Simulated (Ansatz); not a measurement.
How methods differ on BF3 (boron trifluoride)

BF3 has 4 atoms, charge 0, and is taken as a singlet. As SMILES, `FB(F)F`. The coordinates come from a GFN2-xTB relaxation.

```
atom    x (Å)    y (Å)    z (Å)
   B   0.0001   0.0000  -0.0002
   F   1.3003  -0.0277   0.0135
   F  -0.6262   1.1398  -0.0173
   F  -0.6742  -1.1121   0.0040
```

Quantity: the energy change with the B1–F4 bond stretched from 1.301 to 2.601 Å, in eV. The values are calculated.

```
                      level                   kind  program  value (eV)  less FCI/STO-3G  CPU time (all runs)
   BLYP/STO-3G (restricted)                    GGA   Ansatz        6.65            +0.98                2.1 s
 revPBE/STO-3G (restricted)                    GGA   Ansatz        6.63            +0.96                2.1 s
 r2SCAN/STO-3G (restricted)               meta-GGA   Ansatz        7.25            +1.58                5.3 s
  B3LYP/STO-3G (restricted)          global hybrid   Ansatz        7.44            +1.77                2.3 s
 B2PLYP/STO-3G (restricted)          double hybrid   Ansatz        7.41            +1.74                3.3 s
    MP2/STO-3G (restricted)    perturbation theory   Ansatz        7.45            +1.78               0.28 s
BCCD(T)/STO-3G (restricted)  coupled cluster or CI   Ansatz        5.62            -0.05               0.54 s
  CCSDT/STO-3G (restricted)  coupled cluster or CI   Ansatz        5.70            +0.03                1.2 s
                 FCI/STO-3G     exact in the basis   Ansatz        5.67             0.00                 37 s
```

FCI/STO-3G is exact within its basis and frozen core, so for wave-function methods in that basis the difference is their error; functionals converge differently with the basis, so for them it is only a difference. The first shape isn't each level's own minimum. The values span 5.62 to 7.45 eV. All rows use very small basis sets, so none should be taken for the real molecule's value. In so small a basis fixed costs decide the times, and correlated methods can beat functionals. CPU times are rough (shared hosts, several kinds of processor and program).
